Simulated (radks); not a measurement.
Values are calculated unless marked as measured or tabulated.
Charge is removed step by step from the 3s1/2 level of Sc2+, starting from [Ar] 3d1. Code: a radial shooting solver on a logarithmic mesh with Libxc functionals. Model: Dirac Kohn-Sham, PBE, spin-unpolarised, spherical densities, finite nucleus; open shells fill j = l - 1/2 first; Fermi nuclear charge, rms radius 3.5459 fm.

removed (e)  E - E(0) (eV)  eigenvalue (eV)  E minus straight line (eV)
0                    0.000          -70.385                       0.000
0.125                8.931          -72.514                      -0.962
0.25                18.130          -74.675                      -1.657
0.375               27.601          -76.864                      -2.079
0.5                 37.347          -79.080                      -2.226
0.625               47.372          -81.321                      -2.095
0.75                57.678          -83.585                      -1.682
0.875               68.269          -85.871                      -0.985
1                   79.147          -88.179                       0.000

Removing the whole electron costs 79.147 eV by Delta-SCF, against 70.385 eV from minus the eigenvalue at the starting occupation. Slater's transition state (half an electron removed) gives 79.080 eV. Integrating minus the eigenvalue over the occupation (Janak's theorem) gives 79.147 eV. The mean slope of the eigenvalue, de/dn, is 17.8 eV per electron.
